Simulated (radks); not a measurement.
Results of a calculation; reference values are marked as such.
Effect of the nuclear size on the rhodium ion Rh2+, [Kr] 4d7. Code: a radial shooting solver on a logarithmic mesh with Libxc functionals. Model: Dirac Kohn-Sham, relativistic LDA (MacDonald-Vosko exchange, VWN5 correlation), spin-unpolarised, spherical densities, finite nucleus; open shells fill j = l - 1/2 first; Fermi nuclear charge, rms radius 4.4945 fm. The rms radius is varied about that value; shifts are against it.

rms radius (fm),total energy shift (eV),density at nucleus (e/bohr^3),1s1/2 shift (meV),2s1/2 shift (meV),4s1/2 shift (meV),4p1/2 shift (meV),5s1/2 (empty) shift (meV)
3.8518,-0.579,1.22e+05,-243,-26.7,-0.910,0.040,-0.121
4.2653,-0.215,1.205e+05,-90.4,-9.94,-0.339,0.015,-0.045
4.4945,0,1.197e+05,0.000,0.000,0.000,0.000,0.000
4.7462,0.248,1.189e+05,104,11.4,0.390,-0.017,0.052
5.3529,0.894,1.171e+05,375,41.3,1.40,-0.062,0.186

Slopes of the eigenvalues against <r^2> in GHz/fm^2, as finite differences over the two radii next to the reference (eigenvalue slopes, not the field-shift constants of lines): 1s1/2 10800, 2s1/2 1190, 4s1/2 40.6, 4p1/2 -1.79, 5s1/2 (empty) 5.39.
